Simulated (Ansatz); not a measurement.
A series at Ge: from `[OH][Ge]([OH])([OH])[Cl]`, ligands are replaced one by one, each step taking up HCl and setting free H₂O; n counts the steps. Ansatz, PBE0-D4/def2-TZVP geometries. Each molecule was computed in one conformer, which needn't be the lowest.

CBS adds triple-zeta CCSD(T) − MP2 to the MP2 limit, frozen cores; atoms without spin–orbit coupling. Outer-core shells of Ge are correlated without core-valence functions. Scalar relativity is left out up to krypton. Spin–orbit coupling is left out.

```
n                    molecule  atomization energy, CCSD(T)/CBS (kJ/mol)
0  `[OH][Ge]([OH])([OH])[Cl]`                                    2903.3
1  `[OH][Ge]([OH])([Cl])[Cl]`                                    2403.6
2  `[OH][Ge]([Cl])([Cl])[Cl]`                                    1902.9
3  `[Cl][Ge]([Cl])([Cl])[Cl]`                                         ?
```

Question: By hand: fit a straight line y = ȳ + b (n − n̄) to the 3 given rows and predict n = 3.

Answer: n̄ = 1.000, ȳ = 2403.27; Σ(n − n̄)(y − ȳ) = -1000.40, Σ(n − n̄)² = 2.000, so b = -500.20 kJ/mol a step. Prediction: 2403.27 + (-500.20) × (2.000) = 1402.9 kJ/mol.

Question: By hand: compare with the computed value, 1402.9 kJ/mol, and give the steps along the whole series.

Answer: The line misses by 0.0 kJ/mol (computed minus predicted). Steps: -499.7, -500.7, -500.0 kJ/mol.

The steps differ by at most 1.0 kJ/mol, 0.2 % of a mean step, so the ligands' effects nearly add and a line is close. The miss is 0.0 % of the series' range. The energies themselves are unsure by some kJ/mol a bond, though much of that is common to the series.
